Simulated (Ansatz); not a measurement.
Species: F3In, SMILES `[F][In]([F])[F]` (charge 0, multiplicity 1).

**Question.** Give a relaxed geometry from r2SCAN-D4/def2-TZVP (Ansatz, a quantum-chemistry and plane-wave program).

**Answer.** the end point of this relaxation (outside a Z-matrix the atoms follow the SMILES, hydrogens last).
Z-matrix (Å, degrees):
```
In
F 1 1.9233
F 1 1.9233 2 120.07
F 1 1.9234 2 120.02 3 180.00
```
